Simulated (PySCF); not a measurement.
A GIAO shielding run with PySCF (density fitting, non-relativistic, gas phase) on `CO[C@@H]1C[SiH2]O[Si@@H]1Cl`, C3H9ClO2Si2:

```
$ OMP_NUM_THREADS=1 python probes_run.py task.json out

{"job": {"kind": "nmr", "xc": "PBE0", "basis": "pcSseg-1"}, "charge": 0, "multiplicity": 1}
C      1.096228    -1.823611    -1.268887
O      0.523496    -1.200603    -0.153444
C      0.601355     0.228267    -0.174450
C      0.583100     0.696050     1.286827
Si    -1.241016     0.693056     1.841003
O     -1.913294     1.025464     0.370594
Si    -1.007428     0.926771    -0.976053
Cl    -1.928680    -0.304229    -2.240758
H      0.976670    -2.895120    -1.118065
H      2.165386    -1.584055    -1.347011
H      0.602028    -1.531553    -2.202548
H      1.545035     0.521883    -0.654748
H      0.988173     1.708078     1.335142
H      1.234753     0.055109     1.878276
H     -1.744002    -0.601384     2.275715
H     -1.610632     1.832253     2.671019
H     -0.878170     2.265654    -1.532522
```

Hardware: 1 thread of an Arm Neoverse V1, shared host. The job also computes population analyses, field gradients, ring-centre shieldings.

Q: How large is the calculation?

A: 88 electrons, 202 basis functions and 1120 auxiliary functions.

Q: How long does it take, and how much memory does it need?

A: 43 s of wall time, with 14 SCF cycles and 4 response iterations; peak memory 0.83 GiB. Times on a shared host scatter by some tens of per cent.
